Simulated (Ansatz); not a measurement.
[CuCl2]- (CuCl₂⁻), relaxed as a singlet with RKS B3LYP-D4/def2-TZVPD in Ansatz, starting from the GFN2-xTB geometry. Force threshold 0.02 eV/Å.

The relaxation made no stability test and no search for a lower SCF solution.

Start:

```xyz
3

Cu   -0.0009    0.0019   -0.0021
Cl    0.2194    1.8221    0.9868
Cl   -0.2185   -1.8239   -0.9846
```

```csv
step,energy (eV),largest force component (eV/Å),SCF passes
1,-69695.2495,0.885,16
2,-69695.3014,0.308,21
3,-69695.3097,0.048,22
4,-69695.3099,0.000,21
```

Force components are those of the run's own axes.

End:

```xyz
3

Cu    0.0000    0.0000    0.0000
Cl    0.2267    1.8872    1.0205
Cl   -0.2267   -1.8872   -1.0204
```

By distances, no bond broke or formed. The bond that changes most is Cu1–Cl2, from 2.08 to 2.16 Å (atoms count from 1).

No frequencies were taken in this run, so the end may be a saddle point.

Run time 6 s (4 threads of Arm Neoverse V2 on a shared host).
